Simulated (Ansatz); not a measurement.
Mg₃Se₄⁻: single points at one geometry.

```yaml
crystal:
  periodic: [false, false, false]
  atoms:
    - {symbol: Mg, position_ang: [-0.025878, -1.701491, -0.159320]}
    - {symbol: Mg, position_ang: [-0.692630, 0.964180, -1.273838]}
    - {symbol: Mg, position_ang: [0.908473, 0.697802, 1.311299]}
    - {symbol: Se, position_ang: [1.760086, 0.138577, -1.075932]}
    - {symbol: Se, position_ang: [-0.548030, 2.682963, 0.615833]}
    - {symbol: Se, position_ang: [0.547298, -1.598716, 2.305842]}
    - {symbol: Se, position_ang: [-1.949319, -1.183316, -1.723884]}
basis:
  gaussian: {orbitals: def2-SVP, initial_orbitals: start.molden}
total_charge: -1
magnetization: {spin_polarized: true, initial_magnetization: 1}
hamiltonian: {xc: pbe0, dispersion: d4}
scf: {omitted_lower_state_checks: [starts]}
output: {forces: true, orbitals: {seedname: orbitals}}
```

The file start.molden holds the orbitals of an earlier run on this structure, at another level or in another basis.

```sh
$ ansatz run in.yaml --threads 4 --pin off --events-out ev --progress --plain --max-ram 4787MiB
```

Shortened log:

```
Functional definition: PBE0
1660 factors; integrals over basis functions are off by at most 2.1e-4 eV
mean field evaluation 1: about -277665.8341 eV, gradient 7.4e0 eV
mean field evaluation 2: about -277666.0117 eV, gradient 2.6e-1 eV
mean field evaluation 4: about -277666.1054 eV, gradient 5.4e-2 eV
mean field evaluation 8: about -277666.1056 eV, gradient 1.6e-5 eV
mean field -277666.10556587 eV, -10204.0411706995 hartree, gradient 5.0e-6 eV, S^2 0.759177; 0 other end points of the search recorded, 0 dependent functions left out
reference -277666.10560776 eV, -10204.0411722392 hartree; 87, 86 occupied and 95, 96 virtual orbitals, 1660 factors
Total energy: -277666.48814801 eV, -10204.0552303340 hartree
Atom 0 at    -0.025878    -1.701491    -0.159320 Å, force    -0.110328     0.008137     0.069073 eV/Å
Atom 1 at    -0.692630     0.964180    -1.273838 Å, force    -0.094586    -0.286384    -0.086028 eV/Å
Atom 2 at     0.908473     0.697802     1.311299 Å, force     0.008046    -0.303220     0.078785 eV/Å
Atom 3 at     1.760086     0.138577    -1.075932 Å, force    -0.161114     0.245673     0.125212 eV/Å
Atom 4 at    -0.548030     2.682963     0.615833 Å, force     0.127061    -0.131694    -0.092168 eV/Å
Atom 5 at     0.547298    -1.598716     2.305842 Å, force    -0.030587     0.258027    -0.282915 eV/Å
Atom 6 at    -1.949319    -1.183316    -1.723884 Å, force     0.261508     0.209460     0.188042 eV/Å
Dipole moment:     0.305812     0.388879    -0.149275 e Å
Checks for a lower state left out: starts
```

Run time 24 s (4 threads of Arm Neoverse V1 on a shared host), peak host memory 1.1 GiB.

The first input with `gaussian: {orbitals: def2-SVPD, initial_orbitals: start.molden}`, `hamiltonian: {xc: {text: "exchange = 0.85*pbe_x + 0.15*exact_x\ncorrelation = pbe_c"}}`, `output: {orbitals: {seedname: orbitals}}` (abridged; 27 s):

```
Functional definition: unnamed
mean field -277662.55278486 eV, -10203.9106084056 hartree, gradient 1.4e-5 eV, S^2 0.756195
Total energy: -277662.55283138 eV, -10203.9106101152 hartree
Checks for a lower state left out: starts
```

The first input with `gaussian: {orbitals: def2-SVPD, initial_orbitals: start.molden}`, `correlation: {method: mp2}`, `output: {orbitals: {seedname: orbitals}}` and without the key `hamiltonian` (abridged; 30 s):

```
Functional definition: HF
mean field -277480.85480950 eV, -10197.2333309704 hartree, gradient 9.5e-6 eV, S^2 0.761867
39 core orbitals not correlated: weight in the atoms' cores, before any rotation towards them, 1.000 or more for the frozen orbitals, at most 0.000 for the correlated occupied ones
second order -28.80519289 eV of doubles, -0.00000000 eV of singles
Total energy: -277509.66000238 eV, -10198.2919022841 hartree
Checks for a lower state left out: starts
```

As the first input, with `hamiltonian: {xc: r2scan, dispersion: d4}`, `output: {orbitals: {seedname: orbitals}}` (abridged; 28 s):

```
Functional definition: r2SCAN
mean field -277703.43515213 eV, -10205.4130076916 hartree, gradient 7.5e-6 eV, S^2 0.754753
Total energy: -277703.53146130 eV, -10205.4165469886 hartree
Checks for a lower state left out: starts
```

First input, but with `gaussian: {orbitals: def2-SVPD, initial_orbitals: start.molden}`, `hamiltonian: {xc: {text: "exchange = 0.90*pbe_x + 0.10*exact_x\ncorrelation = pbe_c"}}`, `output: {orbitals: {seedname: orbitals}}` (abridged; 29 s):

```
Functional definition: unnamed
mean field -277660.60574592 eV, -10203.8390560442 hartree, gradient 1.4e-5 eV, S^2 0.754839
Total energy: -277660.60579465 eV, -10203.8390578350 hartree
Checks for a lower state left out: starts
```

First input, but with `gaussian: {orbitals: def2-SVPD, initial_orbitals: start.molden}`, `hamiltonian: {xc: {text: "exchange = 0.60*pbe_x + 0.40*exact_x\ncorrelation = pbe_c"}}`, `output: {orbitals: {seedname: orbitals}}` (abridged; 39 s):

```
Functional definition: unnamed
mean field -277672.53664167 eV, -10204.2775083760 hartree, gradient 5.5e-6 eV, S^2 0.762855
Total energy: -277672.53667635 eV, -10204.2775096504 hartree
Checks for a lower state left out: starts
```

First input, but with `hamiltonian: {xc: pbe, dispersion: d4}`, `output: {orbitals: {seedname: orbitals}}` (abridged; 10 s):

```
Functional definition: PBE
mean field -277656.32612192 eV, -10203.6817827633 hartree, gradient 2.5e-5 eV, S^2 0.752624
Total energy: -277656.75529258 eV, -10203.6975544941 hartree
Checks for a lower state left out: starts
```

Geometry: PBE-D4/def2-SVPD.

Correlated methods freeze 39 core orbitals; core or outer-core shells of Mg, Se are correlated, in sets that lack core-valence functions. At r2SCAN-D4/def2-SVP, PBE-D4/def2-SVP the gap within one spin of the charge -1 doublet nearly closes, so an electron or hole may be smeared out by delocalisation error. At PBE-D4/def2-SVP an occupied level of the charge -1 doublet lies above an empty one (by up to 0.03 eV), so this SCF solution is probably not the lowest. The geometry of the doublet was relaxed on an unsound state (an occupied level 0.02 eV above an empty one). Another isomer (doublet) lies 0.09 eV lower at PBE0-D4/def2-SVP.
